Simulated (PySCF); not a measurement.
SMILES [SiH3]OCS (PBE/def2-SVP optimised geometry):

```
10

Si     1.494    -0.537     0.000
O     -0.205    -0.537     0.000
C     -0.971     0.630     0.000
S     -0.472     1.910     1.234
H      2.030     0.505    -0.947
H      2.076    -0.326     1.369
H      1.854    -1.910    -0.482
H     -0.908     1.180    -0.969
H     -2.030     0.353     0.174
H     -0.788     1.173     2.337
```

Computed with PySCF with PBE/def2-TZVP.

### Question
What are the frontier orbital energies and the dipole moment?

### Answer
HOMO-2 -7.42 eV, HOMO-1 -6.90 eV, HOMO -6.10 eV, LUMO -0.93 eV, LUMO+1 -0.41 eV; dipole moment 0.49 D.

Meta-Löwdin charges at PBE/def2-TZVP: Si1 0.65, O2 -0.56, C3 -0.06, S4 -0.10, H5 -0.10, H6 -0.09, H7 -0.08, H8 0.12, H9 0.13, H10 0.10.
